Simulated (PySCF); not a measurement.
A calculated (UHF, PySCF 2.14, x2c-TZVPall, the spin-free X2C one-electron Hamiltonian (Gaussian nucleus)) atom or ion has these occupied shells.

| shell | electrons | orbital energy (eV) | rms radius, mean of both spins (bohr) |
| --- | --- | --- | --- |
| 1s α | 1 | -2206.8 | 0.120 |
| 1s β | 1 | -2206.5 | 0.120 |
| 2s α | 1 | -229.51 | 0.559 |
| 2s β | 1 | -229.22 | 0.559 |
| 2p α | 3 | -171.07 | 0.539 |
| 2p β | 3 | -170.53 | 0.539 |
| 3s α | 1 | -40.152 | 1.89 |
| 3s β | 1 | -37.161 | 1.89 |
| 3p α | 1 | -29.956 | 2.13 |

**Question.** Name the element and its charge.

**Answer.** P²⁺ (phosphorus, charge +2), in [Ne] 3s2 3p1, 2P determinant.
